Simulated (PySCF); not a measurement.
Several compounds and their computed core spectra got separated.

Method used: delta-SCF UKS SCAN, pcX-2 on the ionised atom, pcseg-1 elsewhere, spin-free X2C (PySCF 2.14.0). Geometries: PBE0-D3(BJ)/def2-SVP; isolated species, one conformer each.

Line lists (1s up to Mg, 2p3/2 beyond; areas count atoms within a level, one atom standing for each set equivalent by bonding):
1. B 1s: 197.07 eV; O 1s: 537.76 (area 1), 538.95 (area 2) eV; Si 2p3/2: 106.64 (area 1), 107.04 (area 1), 107.22 (area 1) eV
2. C 1s: 292.65 eV; N 1s: 406.15 eV; Si 2p3/2: 109.35 eV
3. B 1s: 200.45 eV; F 1s: 694.25 eV
4. B 1s: 197.05 eV; O 1s: 539.34 eV; Si 2p3/2: 105.59 (area 1), 106.13 (area 2) eV

Structures:
A. `OB(O)[SiH2]O[SiH2][SiH3]`
B. `N#C[SiH2]C#N`
C. `OB(O)[SiH]([SiH3])[SiH3]`
D. `FB(F)B(F)F`

Task: Match each list to its structure.

Result: 
- 1 = A: no other candidate has these counts of sites. B 1s: 197.07 three-coordinate boron; O 1s: 537.76 siloxane oxygen, 538.95 boron-bound oxygen (×2); Si 2p3/2: 106.64 SiH3 silicon, 107.04 oxygen-bound silicon, 107.22 oxygen-bound silicon.
- 2 = B: no other candidate has this set of levels. C 1s: 292.65 cyano carbon (×2); N 1s: 406.15 cyano nitrogen (×2); Si 2p3/2: 109.35 SiH2 silicon.
- 3 = D: no other candidate has this set of levels. B 1s: 200.45 three-coordinate boron (×2); F 1s: 694.25 boron-bound fluorine (×4).
- 4 = C: no other candidate has these counts of sites. B 1s: 197.05 three-coordinate boron; O 1s: 539.34 boron-bound oxygen (×2); Si 2p3/2: 105.59 SiH silicon, 106.13 SiH3 silicon (×2).

2p3/2 and 2p1/2 are the ΔSCF energy of one spin-free 2p hole plus the eigenvalues of a spin–orbit and ligand-field matrix of the shell.
